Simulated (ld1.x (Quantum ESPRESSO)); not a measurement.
## Building the PAW potential for vanadium (V) (PBE, scalar-relativistic).

V, PAW, made with ld1.x (Quantum ESPRESSO) 7.5 (PBE, scalar-relativistic). Core [Ne], reference 3s2 3p6 3d3 4s1 4p1. Waves: 3s (bound): rcut 1.70, rcutus 2.00 bohr; 4s (bound): rcut 1.70, rcutus 2.00 bohr; 3p (bound): rcut 1.90, rcutus 2.00 bohr; 4p (bound): rcut 1.90, rcutus 2.00 bohr; 3d (bound): rcut 1.20, rcutus 1.40 bohr; 3d channel at 0.5 Ry: rcut 1.20, rcutus 1.40 bohr. Local part: all-electron potential smoothed inside 1.70 bohr (lloc = -2). Core correction: a·sin(br)/r model core, default radius (core density twice the valence density). Augmentation charge: GAUSS, radius 0.90 bohr.

All-electron outer shells of the reference configuration (PBE, scalar-relativistic, ld1.x):

```
shell  level (eV)  outermost node (bohr)  outermost maximum (bohr)
   2s     -604.01                   0.09                      0.26
   2p     -504.53                      –                      0.21
   3s      -71.66                   0.38                      0.82
   3p      -45.46                   0.35                      0.84
   3d       -6.50                      –                      0.90
   4s       -5.53                   1.17                      2.72
   4p       -2.10                   1.30                      3.54
```

(1) Estimate the cutoffs (Ry, on a coarse ladder) from which the occupation-weighted sum of valence levels, in a spherical-Bessel basis at the reference potential, stays within 10 and 1 mRy of its value at 400 Ry.

(2) What does a ghost test show?

(3) Is the overlap operator S = 1 + Σ q|β⟩⟨β| positive definite (Bessel basis up to 400 Ry)?

(4) Which valence shell sets the plane-wave cutoff?

## Answers

(1) 50 Ry and 80 Ry.

(2) No extra level below or beside the all-electron valence levels (s, p, d, f tested).

(3) Yes: its lowest eigenvalue is 0.09 (p channel).

(4) 3d: its level needs 55 Ry to come within 1 mRy, against 35 Ry for 4p.

Its largest configuration-test error is +15 meV (3s2 3p6 3d3 4s0 4p0). Test run stopped at test 5 of 7 (negative rho).
